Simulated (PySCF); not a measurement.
# Basis and Hamiltonian dependence of the excitation energy of Co

Co [Ar] 3d7 4s2 (4F) → Co [Ar] 3d6 4s2 5s1 (6D). Calculated with PySCF 2.14 from differences of total energies of unrestricted determinants, without spin-orbit coupling. Values in eV.

```tsv
basis	Hamiltonian	functions	UHF	r2SCAN	PBE0	MP2 (valence)	CCSD(T) (valence)
aug-cc-pVDZ-DK	spin-free X2C	59	8.287	10.629	10.277	9.906	9.792
aug-cc-pVDZ	non-relativistic	59	8.692	10.995	10.649	10.277	10.150
ANO-R2	spin-free X2C	65	8.146	n/a	n/a	9.930	9.801
def2-TZVPPD	non-relativistic	67	10.157	12.195	11.868	11.522	11.395
x2c-TZVPPall with one added diffuse shell each of s, p, d, f type	spin-free X2C	80	8.172	10.666	10.310	9.910	9.812
aug-cc-pVTZ	non-relativistic	93	8.506	10.947	10.585	10.245	10.140
def2-QZVPPD	non-relativistic	100	8.968	11.207	10.869	10.618	10.505
dyall-av2z	non-relativistic	101	8.532	11.081	10.717	10.156	10.084
aug-cc-pwCVTZ	non-relativistic	127	8.502	10.943	10.579	10.304	n/a
aug-cc-pVQZ	non-relativistic	140	8.505	10.944	10.582	10.344	n/a
aug-cc-pwCVTZ-DK with one added diffuse shell each of s, p, d, f, g type	spin-free X2C	152	8.092	10.580	10.207	9.945	n/a
```

Question: Estimate the row for aug-cc-pwCVQZ-DK (spin-free X2C, 185 functions).

Answer: From the rows with the same Hamiltonian and similar size; the calculation gives UHF 8.10 (eV).

Frozen in the all-electron rows: valence: [Ar].

At UHF, def2-TZVPPD, def2-QZVPPD lie more than 0.3 eV from the median of the rows with comparable relativity. Of these, def2-TZVPPD, def2-QZVPPD have no diffuse functions of the l that the added or promoted electron needs.

Non-relativistic rows lack the scalar-relativistic shift. The upper state lies above the first ionisation limit, but in LS coupling its spin forbids autoionisation to the ground ion. A Rydberg-like electron needs more diffuse functions than a valence basis has.
